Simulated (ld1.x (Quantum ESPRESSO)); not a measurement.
**What one change does to a pseudopotential (As (Z = 33), RRKJ)**

| Item | Value |
| --- | --- |
| Element | As |
| Generator | ld1.x (Quantum ESPRESSO) 7.5 |
| Type | norm-conserving RRKJ (Kleinman–Bylander form) |
| Functional | LDA (PZ) |
| Relativity | non-relativistic |
| Frozen core | [Ar] |
| Valence charge | 15 |
| Reference configuration | 3d10 4s2 4p3 |
| Partial waves | 4s (bound): rc 1.70 bohr; 4p (bound): rc 2.10 bohr; 3d (bound): rc 1.20 bohr |
| Local potential | all-electron potential smoothed inside 1.55 bohr (lloc = -1) |
| Core correction | none |
| rho0 | 0.01 |

Change: all radii scaled by about 0.82 (s 1.38, p 1.72, d 0.98 bohr); local potential all-electron potential smoothed inside 1.26 bohr (lloc = -1).

Cutoffs: the cutoffs (Ry, on a coarse ladder) from which the occupation-weighted sum of valence levels, in a spherical-Bessel basis at the reference potential, stays within 10 and 1 mRy of its value at 400 Ry; they do not see the model core or the augmentation charge, which bear on the density cutoff. Errors are all-electron minus pseudo energies relative to the spin-unpolarised reference configuration.

Task: What does the change do?

Result: The potential gets harder (180 Ry and 260 Ry → 230 Ry and 300 Ry); a bound ghost appears in s, which as a rule spoils a file; the number of tests that count goes from 9 to 5; of the 5 tests that both files solve, the error grows in 2 and shrinks in 2 by more than 15 % and 0.3 meV (median size 3.1 → 3.0 meV). A smaller radius makes the pseudo-wave follow the all-electron one further in, where it bends more sharply, so more plane waves are needed.

| quantity | base | changed |
| --- | --- | --- |
| cutoff, loose | 180 Ry | 230 Ry |
| cutoff, tight | 260 Ry | 300 Ry |
| loose cutoff by channel (10 mRy a level) | s 30 Ry, p 15 Ry, d 120 Ry | s 40 Ry, p 15 Ry, d 180 Ry |
| bound ghosts | none | s |
| tests counted (converged, no solver errors) | 9 of 9 | 5 of 9 |
| error for 3d10 4s2 4p2, meV [ΔE 9.35 eV] | +3.1 | -2.7 |
| error for 3d10 4s0 4p5, meV [ΔE 18.18 eV] | -2.2 | -3.0 |
| error for 3d10 4s1 4p4, meV [ΔE 8.98 eV] | -0.4 | -2.8 |
| error for 3d10 4s2 4p3 (spin-polarised), meV [ΔE -1.32 eV] | +37 | +30 |
| error for 3d10 4s2 4p2 (spin-polarised), meV [ΔE 8.63 eV] | +27 | +17 |

Changed file: Tests not counted: 3d10 4s2 4p1 (solver errors, printed error -2267 eV); 3d10 4s2 4p0 (solver errors, printed error -2130 eV); 3d9 4s2 4p4 (solver errors, printed error -2346 eV); 3d10 4s1 4p3 (solver errors, printed error -5.3 eV). A true bound ghost makes a file unfit for plane-wave use even where its test errors are small: the radial tests pick states by their node count and pass the ghost by. Where a test does run into it, the solver fails or the error is huge.
